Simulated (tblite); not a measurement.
C4H9FOSi.
Numbering: `[CH3:1][CH2:2][O:3]/[CH:4]=[CH:5]\[SiH2:6][F:7]` (hydrogens: H8, H9, H10 on C1; H11, H12 on C2; H13 on C4; H14 on C5; H15, H16 on Si6)

Computed geometry: GFN2-xTB, gas phase.

**Question.** Give the optimised bond lengths and angles.

**Answer.** 
| bond | length (Å) |
| --- | --- |
| C1–C2 | 1.520 |
| C2–O3 | 1.415 |
| O3–C4 | 1.354 |
| C4=C5 | 1.330 |
| C5–Si6 | 1.868 |
| Si6–F7 | 1.618 |
| C1–H8, C1–H9, C1–H10 | 1.087 |
| C2–H11, C2–H12 | 1.100 |
| C4–H13 | 1.088 |
| C5–H14 | 1.079 |
| Si6–H15, Si6–H16 | 1.458 |

Bonds in one row agree within 0.01 Å and their mean is given. A selection of angles:
| angle | degrees |
| --- | --- |
| C2–C1–H8 | 109.9 |
| H8–C1–H9 | 109.2 |
| C1–C2–O3 | 108.3 |
| C1–C2–H11 | 110.4 |
| O3–C2–H11 | 109.9 |
| H11–C2–H12 | 108.3 |
| C2–O3–C4 | 116.8 |
| O3–C4–C5 | 121.1 |
| O3–C4–H13 | 115.8 |
| C5–C4–H13 | 123.1 |
| C4–C5–Si6 | 121.8 |
| C4–C5–H14 | 117.8 |
| Si6–C5–H14 | 120.4 |
| C5–Si6–F7 | 105.7 |
| C5–Si6–H15 | 113.8 |
| F7–Si6–H15 | 104.3 |
| H15–Si6–H16 | 113.6 |

Dihedral angles: C1–C2–O3–C4 -176° (antiperiplanar); C2–O3–C4–C5 -176° (antiperiplanar); O3–C4–C5–Si6 1° (synperiplanar); C4–C5–Si6–F7 175° (antiperiplanar). The mirror-image conformer, all signs reversed, is as good.

Si6 (fluorine-bound silicon) is distorted tetrahedral (angles from 104.3° to 113.9°). The C–O distances run from 1.354 Å (O3–C4, drawn single) to 1.415 Å (C2–O3, drawn single), a spread of 0.061 Å. O3 (ether oxygen) is bent (angle 116.8°). Of the pairs four or more bonds apart, H11···H13 is among the closest relative to their van der Waals radii: 2.42 Å, 101 % of the sum of Bondi's values. The 2 C–C bonds span 1.330 Å (C4=C5, drawn double) to 1.520 Å (C1–C2, drawn single), a spread of 0.190 Å.

Point group: near Cs, missed by 0.26 Å at most; the miss may be what the optimiser left on a soft mode. Its GFN2-xTB frequencies are all real (lowest 33 cm⁻¹). The numbers are those of one conformer. 3 starts were optimised and ended at 0.00, 0.02 and 0.93 kcal/mol (GFN2-xTB); the lowest of these is shown.

On Arm Neoverse V1, one thread, on a shared host, this took 0.35 s of wall time. That covers the optimisation of the geometry.
